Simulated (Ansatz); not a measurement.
A short molecular-dynamics run on the cluster Cr2N2 (the lowest singlet isomer of a short search).

```yaml
crystal:
  periodic: [false, false, false]
  atoms:
    - {symbol: Cr, position_ang: [0.136794, -0.143826, -1.170819]}
    - {symbol: Cr, position_ang: [1.158183, -0.152505, 0.213477]}
    - {symbol: N, position_ang: [-0.553529, 0.769026, 0.413590]}
    - {symbol: N, position_ang: [-0.741448, -0.472694, 0.543753]}
basis:
  gaussian: {orbitals: def2-SVP}
hamiltonian: {xc: {name: PBE}}
md: {timestep: 1 fs, n_steps: 15, ensemble: nvt_nose_hoover, temperature: 1500, initial_velocities: maxwell_boltzmann, seed: 509}
scf: {omitted_lower_state_checks: [starts]}
```

```sh
$ ansatz run in.yaml --threads 4 --pin off --events-out ev --progress --plain --max-ram 3916MiB
```

| step | time (fs) | potential energy (eV) | kinetic (eV) | T (K) | conserved (eV) |
| --- | --- | --- | --- | --- | --- |
| 0 | 0.0 | -59795.0215 | 0.3878 | 1500 | -59794.6337 |
| 1 | 1.0 | -59795.0151 | 0.3814 | 1475 | -59794.6337 |
| 2 | 2.0 | -59795.0030 | 0.3693 | 1429 | -59794.6337 |
| 3 | 3.0 | -59794.9858 | 0.3521 | 1362 | -59794.6336 |
| 4 | 4.0 | -59794.9640 | 0.3303 | 1278 | -59794.6336 |
| 5 | 5.0 | -59794.9379 | 0.3043 | 1177 | -59794.6336 |
| 6 | 6.0 | -59794.9079 | 0.2744 | 1061 | -59794.6336 |
| 7 | 7.0 | -59794.8749 | 0.2415 | 934 | -59794.6335 |
| 8 | 8.0 | -59794.8400 | 0.2067 | 800 | -59794.6334 |
| 9 | 9.0 | -59794.8046 | 0.1716 | 664 | -59794.6333 |
| 10 | 10.0 | -59794.7707 | 0.1379 | 533 | -59794.6332 |
| 11 | 11.0 | -59794.7401 | 0.1074 | 415 | -59794.6331 |
| 12 | 12.0 | -59794.7144 | 0.0819 | 317 | -59794.6330 |
| 13 | 13.0 | -59794.6952 | 0.0628 | 243 | -59794.6329 |
| 14 | 14.0 | -59794.6832 | 0.0509 | 197 | -59794.6329 |
| 15 | 15.0 | -59794.6791 | 0.0468 | 181 | -59794.6329 |

Velocities are drawn at the set temperature; a run this short doesn't reach equilibrium.

The restricted singlet is unstable towards broken spin symmetry at other levels; at RKS PBE/def2-SVP this wasn't settled.

Frames (Å, forces in eV/Å):

```xyz
4
time=0.0 fs
Cr    0.137   -0.144   -1.171   -0.354   -0.024   -0.758
Cr    1.158   -0.153    0.213    0.619   -0.037    0.562
N    -0.554    0.769    0.414   -0.007    0.870    0.007
N    -0.741   -0.473    0.544   -0.258   -0.809    0.188
4
time=1.0 fs
Cr    0.134   -0.142   -1.171   -0.250   -0.117   -0.852
Cr    1.155   -0.154    0.217    0.840    0.018    0.461
N    -0.550    0.768    0.403   -0.059    1.030    0.148
N    -0.725   -0.475    0.545   -0.531   -0.931    0.242
4
time=2.0 fs
Cr    0.132   -0.140   -1.172   -0.144   -0.212   -0.934
Cr    1.152   -0.155    0.220    1.063    0.077    0.352
N    -0.546    0.768    0.392   -0.119    1.105    0.296
N    -0.708   -0.477    0.546   -0.800   -0.971    0.285
4
time=3.0 fs
Cr    0.130   -0.138   -1.173   -0.038   -0.305   -0.999
Cr    1.149   -0.156    0.223    1.282    0.141    0.236
N    -0.543    0.768    0.381   -0.184    1.091    0.450
N    -0.692   -0.480    0.548   -1.060   -0.928    0.313
4
time=4.0 fs
Cr    0.127   -0.136   -1.174    0.067   -0.395   -1.044
Cr    1.147   -0.157    0.226    1.492    0.209    0.112
N    -0.540    0.770    0.371   -0.248    0.993    0.608
N    -0.677   -0.484    0.549   -1.310   -0.806    0.324
4
time=5.0 fs
Cr    0.125   -0.135   -1.175    0.170   -0.482   -1.068
Cr    1.144   -0.158    0.230    1.686    0.277   -0.018
N    -0.536    0.772    0.361   -0.310    0.825    0.769
N    -0.663   -0.488    0.551   -1.546   -0.621    0.318
4
time=6.0 fs
Cr    0.122   -0.133   -1.176    0.271   -0.562   -1.068
Cr    1.142   -0.159    0.233    1.858    0.346   -0.153
N    -0.533    0.774    0.351   -0.364    0.606    0.927
N    -0.650   -0.493    0.554   -1.765   -0.390    0.295
4
time=7.0 fs
Cr    0.120   -0.132   -1.178    0.370   -0.636   -1.043
Cr    1.141   -0.160    0.236    2.002    0.413   -0.292
N    -0.531    0.777    0.343   -0.409    0.358    1.079
N    -0.638   -0.498    0.556   -1.963   -0.134    0.257
4
time=8.0 fs
Cr    0.118   -0.130   -1.179    0.466   -0.702   -0.993
Cr    1.139   -0.161    0.239    2.113    0.475   -0.433
N    -0.528    0.780    0.335   -0.445    0.098    1.220
N    -0.627   -0.503    0.558   -2.134    0.129    0.206
4
time=9.0 fs
Cr    0.116   -0.129   -1.181    0.558   -0.760   -0.916
Cr    1.139   -0.162    0.242    2.186    0.531   -0.576
N    -0.526    0.784    0.327   -0.470   -0.157    1.346
N    -0.618   -0.508    0.561   -2.274    0.386    0.146
4
time=10.0 fs
Cr    0.114   -0.128   -1.183    0.647   -0.808   -0.815
Cr    1.138   -0.162    0.245    2.217    0.580   -0.717
N    -0.524    0.787    0.321   -0.486   -0.395    1.453
N    -0.610   -0.513    0.564   -2.379    0.624    0.079
4
time=11.0 fs
Cr    0.112   -0.127   -1.186    0.732   -0.848   -0.690
Cr    1.138   -0.163    0.248    2.204    0.619   -0.857
N    -0.523    0.790    0.316   -0.492   -0.609    1.540
N    -0.605   -0.517    0.567   -2.444    0.837    0.006
4
time=12.0 fs
Cr    0.110   -0.126   -1.188    0.812   -0.877   -0.542
Cr    1.138   -0.163    0.251    2.147    0.649   -0.993
N    -0.522    0.792    0.312   -0.491   -0.794    1.606
N    -0.600   -0.521    0.570   -2.468    1.022   -0.071
4
time=13.0 fs
Cr    0.108   -0.125   -1.190    0.887   -0.897   -0.376
Cr    1.139   -0.164    0.254    2.048    0.668   -1.123
N    -0.521    0.794    0.309   -0.484   -0.946    1.648
N    -0.598   -0.524    0.572   -2.451    1.176   -0.150
4
time=14.0 fs
Cr    0.107   -0.125   -1.193    0.956   -0.908   -0.193
Cr    1.140   -0.164    0.256    1.909    0.676   -1.247
N    -0.520    0.795    0.307   -0.471   -1.065    1.668
N    -0.597   -0.526    0.575   -2.395    1.297   -0.229
4
time=15.0 fs
Cr    0.105   -0.125   -1.196    1.020   -0.910    0.003
Cr    1.142   -0.164    0.258    1.736    0.673   -1.363
N    -0.520    0.796    0.306   -0.453   -1.148    1.667
N    -0.598   -0.528    0.578   -2.303    1.386   -0.306
```

It took 20 s on 4 threads of Arm Neoverse V2 on a shared host.
